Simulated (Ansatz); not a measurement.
All numbers were calculated with Ansatz.

Basis-set series for CH6B2O2 (`BOC(B)O`). Total charge 0; spin multiplicity 1. Geometry: relaxed with PBE0-D4/def2-TZVP. It is one conformer, not always the lowest.

```json
{"functional": "PBE0-D4", "basis": "def2-TZVPP", "functions": "239", "energy (Eh)": "-241.66230", "HOMO (eV)": "-8.45", "LUMO (eV)": "-1.13"}
{"functional": "PBE0-D4", "basis": "def2-QZVPP", "functions": "465", "energy (Eh)": "-241.67628", "HOMO (eV)": "-8.46", "LUMO (eV)": "-1.18"}
{"functional": "ωB97M-V", "basis": "def2-TZVPP", "functions": "239", "energy (Eh)": "-241.84734", "HOMO (eV)": "-10.78", "LUMO (eV)": "0.77"}
{"functional": "ωB97M-V", "basis": "def2-QZVPP", "functions": "465", "energy (Eh)": "-241.86050", "HOMO (eV)": "-10.80", "LUMO (eV)": "0.60"}
```

Question: Give the rows for def2-SVP. (Best estimate.)

Answer: The calculation gave: 
| functional | basis | functions | energy (Eh) | HOMO (eV) | LUMO (eV) |
| --- | --- | --- | --- | --- | --- |
| PBE0-D4 | def2-SVP | 100 | -241.38305 | -8.39 | -0.99 |
| ωB97M-V | def2-SVP | 100 | -241.55739 | -10.69 | 1.11 |

Positive LUMOs are unbound and depend on the basis.
